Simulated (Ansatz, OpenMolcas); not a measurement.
A ladder of methods for AlF3 (SMILES F[Al](F)F)

The species is AlF3 (4 atoms), meant as a singlet with charge 0. As SMILES, `F[Al](F)F`. The coordinates come from a PBE0-D4/def2-TZVP relaxation.

Quantity: the vertical energy of the triplet above the singlet, in eV. The values are calculated.

```json
{"level": "SVWN5/6-311+G**", "kind": "LDA", "program": "OpenMolcas", "value (eV)": "7.37", "less CCSD(T)/6-311+G**": "-2.00", "CPU time (all runs)": "45 s"}
{"level": "BLYP/6-311+G**", "kind": "GGA", "program": "Ansatz", "value (eV)": "7.24", "less CCSD(T)/6-311+G**": "-2.13", "CPU time (all runs)": "18 s"}
{"level": "r2SCAN/6-311+G**", "kind": "meta-GGA", "program": "Ansatz", "value (eV)": "7.69", "less CCSD(T)/6-311+G**": "-1.68", "CPU time (all runs)": "45 s"}
{"level": "BHLYP/6-311+G**", "kind": "global hybrid", "program": "Ansatz", "value (eV)": "9.01", "less CCSD(T)/6-311+G**": "-0.36", "CPU time (all runs)": "37 s"}
{"level": "PBE-QIDH/6-311+G**", "kind": "double hybrid", "program": "Ansatz", "value (eV)": "9.44", "less CCSD(T)/6-311+G**": "+0.07", "CPU time (all runs)": "30 s"}
{"level": "RPA@PBE/6-311+G**", "kind": "RPA", "program": "Ansatz", "value (eV)": "7.13", "less CCSD(T)/6-311+G**": "-2.24", "CPU time (all runs)": "32 s"}
{"level": "MP2/6-311+G**", "kind": "perturbation theory", "program": "Ansatz", "value (eV)": "9.89", "less CCSD(T)/6-311+G**": "+0.52", "CPU time (all runs)": "12 s"}
{"level": "CCSD(T)/6-311+G**", "kind": "coupled cluster or CI", "program": "Ansatz", "value (eV)": "9.37", "less CCSD(T)/6-311+G**": "0.00", "CPU time (all runs)": "2 min"}
{"level": "CCSD/6-311+G**", "kind": "coupled cluster or CI", "program": "Ansatz", "value (eV)": "9.44", "less CCSD(T)/6-311+G**": "+0.07", "CPU time (all runs)": "93 s"}
```

Differences are taken from CCSD(T)/6-311+G** for orientation; it has basis-set and higher-order errors of its own. Its T1 diagnostic reaches 0.047, a sign that one reference may not serve. The values span 7.13 to 9.89 eV. CPU times are rough (shared hosts, several kinds of processor and program).
